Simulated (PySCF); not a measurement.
**NMR data sheet: C$_{6}$H$_{15}$NSi$_{2}$**

```
Formula                               : C6H15NSi2
SMILES                                : C=C(C)/C(C)=C\N([SiH3])[SiH3]
InChI                                 : InChI=1S/C6H15NSi2/c1-5(2)6(3)4-7(8)9/h4H,1H2,2-3,8-9H3/b6-4-
Point group of the computed structure : C1
Degrees of unsaturation               : 2
Carbon signals                        : 6
Proton signals                        : 6
```

Molfile (atoms numbered from 1):
```
C6H15NSi2
     RDKit          3D

 24 23  0  0  0  0  0  0  0  0999 V2000
    1.1401    0.3454    1.5881 C   0  0  0  0  0  0  0  0  0  0  0  0
    1.3642   -0.1699    0.3826 C   0  0  0  0  0  0  0  0  0  0  0  0
    2.4020   -1.2336    0.1640 C   0  0  0  0  0  0  0  0  0  0  0  0
    0.6677    0.3422   -0.8089 C   0  0  0  0  0  0  0  0  0  0  0  0
    1.5387    0.6749   -1.9915 C   0  0  0  0  0  0  0  0  0  0  0  0
   -0.6508    0.5405   -0.8839 C   0  0  0  0  0  0  0  0  0  0  0  0
   -1.6328    0.1807    0.0394 N   0  0  0  0  0  0  0  0  0  0  0  0
   -2.9732    1.2660    0.2900 Si  0  0  0  0  0  4  0  0  0  0  0  0
   -1.5472   -1.3236    0.9169 Si  0  0  0  0  0  4  0  0  0  0  0  0
    1.6655   -0.0038    2.4617 H   0  0  0  0  0  0  0  0  0  0  0  0
    0.4343    1.1442    1.7373 H   0  0  0  0  0  0  0  0  0  0  0  0
    3.2639   -0.8234   -0.3618 H   0  0  0  0  0  0  0  0  0  0  0  0
    2.7409   -1.6385    1.1143 H   0  0  0  0  0  0  0  0  0  0  0  0
    1.9959   -2.0437   -0.4402 H   0  0  0  0  0  0  0  0  0  0  0  0
    0.9708    1.2163   -2.7442 H   0  0  0  0  0  0  0  0  0  0  0  0
    2.3845    1.2884   -1.6829 H   0  0  0  0  0  0  0  0  0  0  0  0
    1.9306   -0.2337   -2.4490 H   0  0  0  0  0  0  0  0  0  0  0  0
   -1.0478    1.0115   -1.7775 H   0  0  0  0  0  0  0  0  0  0  0  0
   -4.2160    0.5876   -0.0821 H   0  0  0  0  0  0  0  0  0  0  0  0
   -2.7377    2.4360   -0.5541 H   0  0  0  0  0  0  0  0  0  0  0  0
   -3.0095    1.6552    1.7011 H   0  0  0  0  0  0  0  0  0  0  0  0
   -0.6527   -2.2068    0.1775 H   0  0  0  0  0  0  0  0  0  0  0  0
   -1.1299   -1.1355    2.3062 H   0  0  0  0  0  0  0  0  0  0  0  0
   -2.9130   -1.8568    0.9047 H   0  0  0  0  0  0  0  0  0  0  0  0
  1  2  2  0
  2  3  1  0
  2  4  1  0
  4  5  1  0
  4  6  2  0
  6  7  1  0
  7  8  1  0
  7  9  1  0
  1 10  1  0
  1 11  1  0
  3 12  1  0
  3 13  1  0
  3 14  1  0
  5 15  1  0
  5 16  1  0
  5 17  1  0
  6 18  1  0
  8 19  1  0
  8 20  1  0
  8 21  1  0
  9 22  1  0
  9 23  1  0
  9 24  1  0
M  END
```

Theoretical values (PySCF 2.14.0 with density-fitted response routines): GFN2-xTB structure, PBE0/pcSseg-1 with gauge-including orbitals. A single conformation, equivalent nuclei averaged, non-relativistic, gas phase.

References, each an isolated molecule treated in the same way: TMS for 1H (σ = 31.72 ppm) and 13C (σ = 186.93 ppm) and 29Si (σ = 349.16 ppm); NH3 for 15N (σ = 267.73 ppm).

| carbon | δC, type | δH (multiplicity) | HMBC from (2–3 bonds) | span of the C tensor (ppm) |
| --- | --- | --- | --- | --- |
| C1 | 125.0, CH2 | H10 5.70 (br s); H11 5.19 (br s) | H12/H13/H14 | 194 |
| C2 | 152.0, C | – | H18, H10, H11, H12/H13/H14, H15/H16/H17 | 239 |
| C3 | 25.7, CH3 | 1.96 (s) | H10, H11 | 37 |
| C4 | 127.5, C | – | H18, H10, H11, H12/H13/H14, H15/H16/H17 | 185 |
| C5 | 22.9, CH3 | 1.78 (s) | H18 | 35 |
| C6 | 143.3, CH | 6.17 (s) | H19/H20/H21/H22/H23/H24, H15/H16/H17 | 148 |

Other nuclei:
| atoms | nucleus | environment | δ (ppm) | σ (ppm) |
| --- | --- | --- | --- | --- |
| H19/H20/H21/H22/H23/H24 | 1H | hydrogen on a silicon bonded to N | 4.60 | 27.11 |
| Si8/Si9 | 29Si | silicon bonded to N, 3 H | -47.9 | 397.1 |
| N7 | 15N | enamine nitrogen | 40.2 | 227.5 |

1. Carbon types of the structure: 2 × C, 1 × CH, 1 × CH2, 2 × CH3, leaving 6 H on heteroatoms.
2. δC 152.0: fully substituted alkene carbon; the olefinic region.
3. δC 143.3: alkene carbon bearing nitrogen; an sp2 carbon further deshielded by the attached heteroatom.
4. δC 127.5: β carbon of an enol-ether or enamine type C=C.
5. δC 125.0: terminal =CH2 carbon; an sp2 carbon of a C=C bond.
6. δH 1.96, 1.78: hydrogen on an allylic methyl carbon; allylic position.

Shifts are as computed. Against solution values, carbons near 30 ppm lie about +3 ppm off and those near 130 ppm about +5 ppm. Of 1309 compounds with measured shifts, 239 miss one by over three times the rms of a fit or turn the order of signals round; such compounds aren't used in these exercises. Experimental scales use liquid or dissolved standards, which lie at an offset from isolated NH3 (liquid NH3: subtract about 20 ppm). Multiplicities follow the n + 1 count of equivalent neighbours, as no J values were calculated; m marks all less simple cases, F and P coupling included.
